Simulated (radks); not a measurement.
Excited configurations of the carbon ion C3+: one electron is placed in a higher orbital outside [He]. The ground configuration is [He] 2s1. All-electron calculation, Dirac Kohn-Sham, LDA (Slater exchange, Perdew-Wang correlation), spin-unpolarised, spherical densities, finite nucleus; open shells are shared between the two j in proportion to 2j + 1; Fermi nuclear charge, rms radius 2.4702 fm. Program: a radial shooting solver on a logarithmic mesh with Libxc functionals. Excitation = E - E(ground); binding = E(ion) - E, where the ion is the core of charge +4; n* = 4/sqrt(2 binding) in atomic units, and the quantum defect is n - n*. Eigenvalue and <r> are those of j = l + 1/2.

\begin{tabular}{lrrrr}
outer orbital & excitation (eV) & binding (eV) & quantum defect & eigenvalue (eV) \\ \hline
3s & 36.374 & 27.017 & 0.161 & -24.017 \\
4f & 49.945 & 13.446 & -0.024 & -11.503 \\
6d & 57.180 & 6.211 & 0.080 & -5.574 \\
7s & 58.575 & 4.816 & 0.277 & -4.363 \\
7f & 58.820 & 4.571 & 0.099 & -4.104 \\
\end{tabular}

The Delta-SCF ionisation energy is 63.391 eV (NIST Atomic Spectra Database: 64.494 eV, measured). Self-interaction in the functional shifts the binding energies and quantum defects, so they are the method's values and not measured ones. Spin polarisation and multiplet splitting are left out, so open shells lie too high by an amount that depends on their filling.

Beside tabulated values, note that spin-unpolarised runs miss the spin-polarisation part of the exchange energy of open shells.
